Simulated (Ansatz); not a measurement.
Relaxation of the cluster Si7W3⁻ with UKS PBE-D4/def2-SVP.

```sh
$ ansatz run in.yaml --threads 4 --pin off --events-out ev --progress --plain --max-ram 6963MiB
```

```yaml
crystal:
  periodic: [false, false, false]
  atoms:
    - {symbol: W, position_ang: [1.008666, 1.457514, -0.923002]}
    - {symbol: W, position_ang: [-1.114469, -2.005822, -0.283654]}
    - {symbol: W, position_ang: [0.357279, 0.284620, 1.925513]}
    - {symbol: Si, position_ang: [-2.167940, -0.401685, 1.178193]}
    - {symbol: Si, position_ang: [1.051549, -0.871378, -0.259411]}
    - {symbol: Si, position_ang: [-1.090000, 1.680242, 0.431586]}
    - {symbol: Si, position_ang: [-0.813944, 0.004846, -1.699460]}
    - {symbol: Si, position_ang: [2.523995, 0.668585, 0.973379]}
    - {symbol: Si, position_ang: [0.384296, 1.293592, -3.262638]}
    - {symbol: Si, position_ang: [-0.139431, -2.110514, 1.919493]}
basis:
  gaussian: {orbitals: def2-SVP}
total_charge: -1
magnetization: {spin_polarized: true, initial_magnetization: 3}
hamiltonian: {xc: pbe, dispersion: d4}
scf: {lower_state_search: "off"}
output: {orbitals: {seedname: orbitals}}
relax: {f_tol: 0.03, max_steps: 70}
```

Hardware: 4 threads of Arm Neoverse V2 on a shared host. Wall time 68 s.

Positions (Å) and forces (eV/Å) at steps 1, 2, 3, 4, 5 of 5:

```xyz
10
step=1 energy=-60581.1122 eV
W     1.009    1.458   -0.923    0.272    0.360   -0.150
W    -1.114   -2.006   -0.284   -0.189   -0.343   -0.253
W     0.357    0.285    1.926    0.039    0.361    0.215
Si   -2.168   -0.402    1.178    0.065    0.038    0.013
Si    1.052   -0.871   -0.259   -0.177   -0.197    0.179
Si   -1.090    1.680    0.432   -0.041   -0.106    0.132
Si   -0.814    0.005   -1.699    0.005   -0.126   -0.113
Si    2.524    0.669    0.973    0.007   -0.034   -0.092
Si    0.384    1.294   -3.263   -0.031   -0.022    0.204
Si   -0.139   -2.111    1.919    0.051    0.069   -0.134
10
step=2 energy=-60581.1508 eV
W     1.026    1.471   -0.925   -0.101   -0.212    0.098
W    -1.149   -2.065   -0.330    0.235    0.340   -0.008
W     0.374    0.344    1.976    0.010   -0.141   -0.182
Si   -2.138   -0.418    1.152   -0.145    0.018   -0.005
Si    1.005   -0.874   -0.222   -0.082    0.007    0.058
Si   -1.074    1.676    0.447    0.028    0.020    0.076
Si   -0.816   -0.015   -1.696    0.002   -0.119   -0.004
Si    2.527    0.662    0.963    0.014    0.053   -0.044
Si    0.375    1.289   -3.241    0.012    0.001    0.006
Si   -0.131   -2.069    1.874    0.027    0.033    0.004
10
step=3 energy=-60581.1631 eV
W     1.017    1.461   -0.918    0.002   -0.026    0.036
W    -1.140   -2.045   -0.324    0.021    0.060   -0.030
W     0.376    0.335    1.960    0.030   -0.037   -0.007
Si   -2.157   -0.413    1.155   -0.034    0.017   -0.006
Si    1.012   -0.878   -0.222   -0.039    0.013    0.040
Si   -1.081    1.676    0.455   -0.002   -0.030    0.037
Si   -0.813   -0.021   -1.703    0.024   -0.045   -0.045
Si    2.533    0.665    0.958    0.007    0.025   -0.032
Si    0.380    1.289   -3.238   -0.014   -0.010    0.006
Si   -0.128   -2.070    1.877    0.005    0.032    0.000
10
step=4 energy=-60581.1567 eV rejected
W     1.008    1.455   -0.918   -0.074    0.068    0.068
W    -1.158   -2.007   -0.329   -0.089   -0.165   -0.065
W     0.419    0.325    1.989    0.012    0.060   -0.065
Si   -2.212   -0.412    1.167    0.186    0.001    0.098
Si    0.995   -0.865   -0.192    0.104   -0.036   -0.049
Si   -1.068    1.608    0.490   -0.073    0.120   -0.025
Si   -0.784   -0.052   -1.766    0.023    0.003   -0.001
Si    2.549    0.695    0.934   -0.010   -0.035    0.034
Si    0.388    1.301   -3.249    0.025   -0.008   -0.009
Si   -0.137   -2.050    1.875   -0.103   -0.007    0.013
10
step=5 energy=-60581.1676 eV
W     1.009    1.458   -0.912   -0.016    0.029    0.024
W    -1.148   -2.031   -0.330   -0.029   -0.030   -0.020
W     0.395    0.333    1.968    0.017    0.013    0.013
Si   -2.171   -0.412    1.163   -0.005    0.022    0.011
Si    1.005   -0.875   -0.209    0.020    0.009   -0.007
Si   -1.082    1.654    0.473   -0.007   -0.012   -0.007
Si   -0.799   -0.039   -1.733    0.022    0.002   -0.016
Si    2.542    0.678    0.946    0.009   -0.001   -0.015
Si    0.385    1.293   -3.240    0.000   -0.010   -0.004
Si   -0.137   -2.059    1.875   -0.010   -0.022    0.021
```

In the def2 sets W takes a core potential; there is no spin–orbit coupling. The structure comes from a short search, and lower isomers may exist.
